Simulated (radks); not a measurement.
These are the eigenvalues of the occupied orbitals of an atom or ion with whole-number occupations (Ry). Method: non-relativistic Kohn-Sham, MS2 meta-GGA, spin-polarised, spherical densities, point nucleus; meta-GGA in the generalised Kohn-Sham scheme; computed with a radial shooting solver on a logarithmic mesh with Libxc functionals.

1s: -37.80786

Which element is it, and in what charge state? The configuration may be excited. Open shells, if any, are filled with parallel spins first.

Answer. Z = 7, nitrogen, charge +5: N5+ in [He]. The 1s level, -18.904 hartree, gives Z - s = 6.1 by -(Z - s)^2/2, which with screening narrows Z to a few neighbours, and with so few levels the electron count can be read from the list.
